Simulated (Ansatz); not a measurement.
Two isomers of CH6OSSi2: A = `OC1([SiH3])[SiH2]S1`, B = `O[Si]1(S)C[SiH2]1`.

Calculated with Ansatz (gas phase, PBE0-D4/def2-TZVP geometries, no zero-point term in ΔE). CBS: MP2 limit from def2 TZ/QZ plus the TZ coupled-cluster correction, frozen cores. DFT in def2-TZVPP. B3LYP here is the variant with VWN-RPA as its local correlation; programs differ in this. Each species was taken in one conformer, which may not be the lowest.

(1) Which isomer does CCSD(T)/CBS put lower? Give the gap. (Estimate.)

(2) Give E(B) − E(A) in kJ/mol with ωB97M-V, B2PLYP, B3LYP-D4, PBE0-D4, B3LYP, CCSD/def2-TZVPP, MP2/def2-TZVPP. (Estimate.)

Largest T1 diagnostic: 0.014.

## Answers

(1) Ansatz gave: B, by 177.7 kJ/mol.

(2) Computed: ωB97M-V -178.1, B2PLYP -177.4, B3LYP-D4 -174.0, PBE0-D4 -181.2, B3LYP -177.5, CCSD/def2-TZVPP -181.9, MP2/def2-TZVPP -178.1. None reverses the order clearly.

From PBE to PBE0 (25 % exact exchange), in def2-TZVPP and without D4, E(B) − E(A) moves by −7.1 kJ/mol. The D4 term adds +3.5 kJ/mol with B3LYP and +1.5 kJ/mol with PBE0; it sums over pairs of atoms, weighted by their polarisabilities, and B3LYP, whose exchange is more repulsive, gets the larger term.
